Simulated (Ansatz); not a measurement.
Constitutional and geometric isomers with formula H6B3N. Isolated molecules, 0 K electronic values unless said otherwise. One relaxed conformer stands for each flexible species; it need not be the lowest. Strings in code marks are SMILES.

Quantity: electronic energy of isomers of H6B3N relative to `BN(B)B`, in kcal/mol.

A: `BB(B)N`
B: `BBNB`
C: `BBBN`

Put the candidates in order of electronic energy of isomers of H6B3N relative to `BN(B)B`, lowest first, for frozen-core MP2/cc-pVTZ // B3LYP-D3(BJ)/def2-TZVP (Ansatz, a first-principles code).

B (22.9 kcal/mol), C (48.7 kcal/mol), A (56.3 kcal/mol)
